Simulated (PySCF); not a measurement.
**Sr⁺: excitation energy**

Sr⁺ [Kr] 5s1 (2S) → Sr⁺ [Kr] 5p1 (2P), as a difference of total energies. All numbers are calculated (PySCF 2.14, scalar relativity by spin-free X2C-1e, in x2c-TZVPPall with one added diffuse shell each of s, p, d, f type (9s7p7d3f1g, 95 functions)). Correlated levels: valence and next inner shell: [Ar] 3d10 frozen. The calculations carry no spin-orbit coupling.

```json
{"method": "UHF", "excitation energy (cm⁻¹)": "22249", "error (cm⁻¹)": "-2000"}
{"method": "LDA", "excitation energy (cm⁻¹)": "23473", "error (cm⁻¹)": "-776"}
{"method": "PBE", "excitation energy (cm⁻¹)": "21901", "error (cm⁻¹)": "-2349"}
{"method": "PBE0", "excitation energy (cm⁻¹)": "22071", "error (cm⁻¹)": "-2178"}
{"method": "r2SCAN", "excitation energy (cm⁻¹)": "21295", "error (cm⁻¹)": "-2955"}
{"method": "LC-wPBE", "excitation energy (cm⁻¹)": "22757", "error (cm⁻¹)": "-1493"}
{"method": "wB97X-V", "excitation energy (cm⁻¹)": "23232", "error (cm⁻¹)": "-1018"}
{"method": "BLYP", "excitation energy (cm⁻¹)": "22725", "error (cm⁻¹)": "-1524"}
{"method": "PBEsol", "excitation energy (cm⁻¹)": "22034", "error (cm⁻¹)": "-2215"}
{"method": "MP2 (valence and next inner shell)", "excitation energy (cm⁻¹)": "24215", "error (cm⁻¹)": "-35"}
{"method": "SCS-MP2 (valence and next inner shell)", "excitation energy (cm⁻¹)": "23829", "error (cm⁻¹)": "-421"}
```

Reference: 24249 cm⁻¹ (measured; NIST levels, between the centres of gravity of the two terms).

Errors of the correlated levels include the incompleteness of this basis and the frozen core.
